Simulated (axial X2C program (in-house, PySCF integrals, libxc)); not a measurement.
# ZrCl: nuclear properties from DFT to coupled cluster

Computed with an axial X2C code built on PySCF integrals: two-component X2C with atomic mean-field Coulomb and Gaunt terms, Gaussian nuclei, basis Zr dyall-acv3z, Cl dyall-av3z with contracted cores.

R = 2.331 Å (near the PBE0 minimum at charge 0 of the determinant lowest at the starting distance; the state shown can have its own minimum elsewhere); state Ω = 3/2 (⟨Sz⟩ = 1.50, ⟨Lz⟩ = 0.00 at PBE0).

```json
{"level": "PBE0", "Eeff magnitude (GV/cm)": "1.8", "Ws magnitude Zr (kHz)": "0.529", "A∥/gI Zr (MHz)": "851", "qzz Zr (a.u.)": "1.00", "A∥/gI Cl (MHz)": "6.91", "μ (D)": "-4.03"}
{"level": "HF", "Eeff magnitude (GV/cm)": "2.68", "Ws magnitude Zr (kHz)": "0.789", "A∥/gI Zr (MHz)": "746", "qzz Zr (a.u.)": "0.30", "A∥/gI Cl (MHz)": "0.304", "μ (D)": "-4.23"}
{"level": "B3LYP", "Eeff magnitude (GV/cm)": "2.05", "Ws magnitude Zr (kHz)": "0.6", "A∥/gI Zr (MHz)": "902", "qzz Zr (a.u.)": "1.07", "A∥/gI Cl (MHz)": "9.87", "μ (D)": "-3.81"}
```

Eeff is the effective electric field on the electron electric dipole moment in this Ω state and Ws the scalar–pseudoscalar constant of the nucleus named (defined with the proton number Z and per Ω); A∥ (defined per Ω) follows by multiplying with gI = μI/(I μN); qzz is the electric field gradient, eQq0 = 234.96 MHz × Q/barn × qzz; μ is positive if the Cl end (last atom) is positive. The operators were transformed with the bare-nucleus X2C matrices; with these basis sets, hyperfine constants and field gradients can be off by tens of per cent, and where levels differ in sign neither size nor sign is settled.

Finite-field MP2, CCSD and CCSD(T), with 19 electrons correlated in 130 natural virtual spinors (MP2 remainder added):

| level | Eeff magnitude (GV/cm) | Ws magnitude Zr (kHz) | A∥/gI Zr (MHz) | qzz Zr (a.u.) | A∥/gI Cl (MHz) | μ (D) |
| --- | --- | --- | --- | --- | --- | --- |
| MP2 | 2.1 | 0.609 | 872 | 0.86 | 5.62 | -4.52 |
| CCSD | 2.28 | 0.668 | 849 | 0.68 | 5.3 | -4.28 |
| CCSD(T) | 2.22 | 0.651 | 852 | 0.71 | 6.17 | -4.15 |

T1 = 0.016 (Lee–Taylor). One unrestricted determinant, the lowest of a limited PBE0 search, is the reference; the functionals treat spin collinearly. With several open shells it need not be a pure state. Correlation of the inner shells is missing, which matters for properties at the nucleus. Number of frozen shells: Zr 3 s, 2 p, 1 d; Cl 2 s, 1 p.

Task: By how much does correlation change each value, CCSD(T) against HF?

Result: Eeff magnitude -17 %; Ws magnitude Zr -17 %; A∥/gI Zr 14 %; qzz Zr 137 %; A∥/gI Cl 1930 %; μ -2 %.
